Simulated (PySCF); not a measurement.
**From r²SCAN to CCSD(T): MS along the second period**

r²SCAN and CCSD(T) in PySCF with def2-SVPD on every atom, for the lowest determinant that a PBE0 search found; no spin–orbit coupling.

```tsv
molecule	state (unpaired electrons)	r²SCAN Re (Å)	r²SCAN ωe (cm⁻¹)	r²SCAN De (eV)	CCSD(T) Re (Å)	CCSD(T) ωe (cm⁻¹)	CCSD(T) De (eV)
BeS	singlet (closed shell)	1.763	986	3.65	1.791	921	2.49
BS	doublet (σ ↑)	1.620	1201	6.25	1.632	1177	5.46
CS	singlet (closed shell)	1.544	1307	7.23	1.554	1274	6.83
SN	doublet (π ↑)	1.509	1243	4.69	1.524	1184	4.05
SF	doublet (π ↑)	1.636	825	3.56	?	?	?
```

(1) Estimate the CCSD(T) values of SF by adding the mean shift from r²SCAN to CCSD(T) of the other rows, and compare with the calculation.

(2) What are the mean differences of r²SCAN from CCSD(T) over the whole series?

In a basis of this size CCSD(T) is itself not converged; it tends to give bonds that are too long and too weak.

Correlated steps freeze the inner cores (5 to 6 orbitals); shallow outer-core shells are correlated. UHF and ROHF references stand side by side, which adds small steps between rows. Correlated levels converge slowly with the basis: in double zeta they bind strong bonds too weakly, by up to about 1 eV, and carry superposition errors of some tenths. Where the molecule has an RHF reference, its open-shell atoms are computed with UHF. The CCSD T1 diagnostic is raised in BeS, CS, a sign that a single reference may not be enough there. States were picked by a PBE0 search and need not be the measured ground states.

Answers

(1) The mean shifts are +1.6 pm, -45 cm⁻¹ and -0.75 eV, which give 1.652 Å, 780 cm⁻¹ and 2.81 eV. CCSD(T)/def2-SVPD gives Re = 1.652 Å, ωe = 795 cm⁻¹, De = 3.10 eV.

(2) Re -1.6 pm, ωe +42 cm⁻¹, De +0.69 eV.
